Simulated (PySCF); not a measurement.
SiHI, SMILES [SiH]I (connectivity only; charge and spin as stated), neutral, multiplicity 1.

Coordinates come from a PBE0-D3(BJ)/def2-TZVP optimisation. The def2 effective core potentials stand for the cores of I; spin–orbit coupling is left out.

Level of theory: CAM-B3LYP/def2-TZVPD in PySCF.

Gas-phase values at a fixed geometry.

```json
{
  "total_energy": "-587.79738 hartree",
  "point_group": "Cs",
  "highest_occupied_level": "-8.05 eV",
  "lowest_empty_level": "-2.12 eV",
  "orbital_gap": "5.93 eV",
  "dipole_moment": "0.216 e·Å",
  "quadrupole, principal values (traceless, Buckingham form, about the centre of nuclear charge)": "-4.66, 1.93, 2.73 D·Å",
  "mean_static_polarisability": "69.8 bohr³ (10.34 Å³)",
  "polarisability_principal_values": "54.5, 59.7, 95.2 bohr³"
}
```
